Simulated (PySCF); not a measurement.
**Lu²⁺ (lutetium, charge +2) across methods**

[Xe] 4f14 5d1, 2D determinant (an excited configuration). Calculation: PySCF 2.14, in cc-pVDZ-X2C (8s7p5d3f1g, 84 functions); scalar relativity by spin-free X2C-1e.

```csv
method,E (hartree),mean ε 4f α (eV),mean ε 4f β (eV),mean ε 5d α (eV),Σ⟨r²⟩ (bohr²),⟨S²⟩
r2SCAN,-14562.65,-23.615,-23.520,-15.936,38.47,0.751
M06-2X,-14563.93,-31.227,-31.116,-17.864,38.19,0.751
revPBE,-14562.95,-23.540,-23.460,-15.665,38.83,0.751
UHF,-14557.52024,-36.737,-36.680,-19.378,38.32,0.752
PBE,-14562.54,-23.606,-23.524,-15.675,38.84,0.750
TPSS,-14562.15,-23.381,-23.297,-15.697,38.74,0.751
PBE0,-14562.31,-27.078,-26.996,-16.754,38.54,0.751
```

**Question.** Estimate the same row for LDA.

**Answer.** E (hartree) = -14552.90; mean ε 4f α (eV) = -23.917; mean ε 4f β (eV) = -23.829; mean ε 5d α (eV) = -15.673; Σ⟨r²⟩ (bohr²) = 38.75; ⟨S²⟩ = 0.750.

Spin-orbit coupling, absent here, splits the open shell strongly.
